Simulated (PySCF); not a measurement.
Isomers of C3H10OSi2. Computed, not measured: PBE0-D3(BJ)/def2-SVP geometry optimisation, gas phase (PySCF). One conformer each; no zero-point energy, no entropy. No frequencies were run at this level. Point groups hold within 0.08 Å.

Problem. Rank from lowest to highest electronic energy at this level (kJ/mol).
A. `[CH3:1][O:2][SiH:3]1[CH2:4][SiH2:5][CH2:6]1` with C1–O2–Si3–C4 -52°, O2–Si3–C4–Si5 106°, Si3–C4–Si5–C6 10°, C4–Si5–C6–Si3 -10°, O2–Si3–C6–Si5 -106°
B. `[CH2:1]=[CH:2][Si@@H:3]([CH3:4])[O:5][SiH3:6]` with C1–C2–Si3–C4 -120°, C2–Si3–O5–Si6 -14°
C. `[CH2:1]=[CH:2][O:3][SiH2:4][CH2:5][SiH3:6]` with C1–C2–O3–Si4 -179°, C2–O3–Si4–C5 180°, O3–Si4–C5–Si6 180°

Solution. B (0.0), A (54.8), C (135.6).

| SMILES | E (Eh) | E rel (kJ/mol) | dipole (D) | point group | A, B, C (MHz) |
| --- | --- | --- | --- | --- | --- |
| C=C[Si@@H](C)O[SiH3] | -773.81576 | 0.0 | 0.92 | C1 | 2730, 1580, 1109 |
| CO[SiH]1C[SiH2]C1 | -773.79490 | 54.8 | 0.86 | – | 3681, 1642, 1575 |
| C=CO[SiH2]C[SiH3] | -773.76412 | 135.6 | 0.54 | – | 11986, 740.0, 711.7 |
